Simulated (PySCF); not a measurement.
These 3 structures share the formula Si5H12. Computed with PBE0-D3(BJ)/def2-SVP geometry optimisation, gas phase in PySCF 2.14.0. Energies are electronic, without zero-point or thermal terms, for one conformer each. No frequencies were run at this level. Point groups hold within 0.08 Å.

Problem. Rank from lowest to highest electronic energy at this level (kJ/mol).
A. `[SiH3:1][SiH2:2][SiH:3]([SiH3:4])[SiH3:5]` with Si1–Si2–Si3–Si4 -178°
B. `[SiH3:1][SiH2:2][SiH2:3][SiH2:4][SiH3:5]` with Si1–Si2–Si3–Si4 87°, Si2–Si3–Si4–Si5 -49°
C. `[SiH3][Si]([SiH3])([SiH3])[SiH3]`

Solution. C (0.0), A (13.5), B (20.2).

Neighbours under 10 kJ/mol apart ([SiH3][SiH2][SiH]([SiH3])[SiH3] and [SiH3][SiH2][SiH2][SiH2][SiH3]) can change places with a better method, another conformer or zero-point energy.

| SMILES | E (Eh) | E rel (kJ/mol) | dipole (D) | point group | A, B, C (MHz) |
| --- | --- | --- | --- | --- | --- |
| [SiH3][Si]([SiH3])([SiH3])[SiH3] | -1453.61027 | 0.0 | 0.02 | – | 1033, 1029, 1025 |
| [SiH3][SiH2][SiH]([SiH3])[SiH3] | -1453.60511 | 13.5 | 0.10 | C1 | 1831, 784.0, 589.9 |
| [SiH3][SiH2][SiH2][SiH2][SiH3] | -1453.60259 | 20.2 | 0.09 | C1 | 1628, 880.3, 637.9 |

Problem. How do the relative energies change in single points at PBE0/pcSseg-1 (no added dispersion term) on the same geometries?

Solution. 
```json
{"SMILES": "[SiH3][Si]([SiH3])([SiH3])[SiH3]", "PBE0-D3(BJ)/def2-SVP (kJ/mol)": "0.0", "PBE0/pcSseg-1 (kJ/mol)": "0.0", "shift": "0.0"}
{"SMILES": "[SiH3][SiH2][SiH]([SiH3])[SiH3]", "PBE0-D3(BJ)/def2-SVP (kJ/mol)": "13.5", "PBE0/pcSseg-1 (kJ/mol)": "10.9", "shift": "-2.6"}
{"SMILES": "[SiH3][SiH2][SiH2][SiH2][SiH3]", "PBE0-D3(BJ)/def2-SVP (kJ/mol)": "20.2", "PBE0/pcSseg-1 (kJ/mol)": "18.3", "shift": "-1.9"}
```

Each column counts from its own lowest isomer. The order is unchanged; the largest shift is 2.6 kJ/mol.

Problem. As an exercise, what shares would exp(−E/RT) give at 2000 K from these electronic energies alone (no entropy, no degeneracies)?

Solution. RT = 16.629 kJ/mol: [SiH3][Si]([SiH3])([SiH3])[SiH3] 57.5 %, [SiH3][SiH2][SiH]([SiH3])[SiH3] 25.4 %, [SiH3][SiH2][SiH2][SiH2][SiH3] 17.1 %.
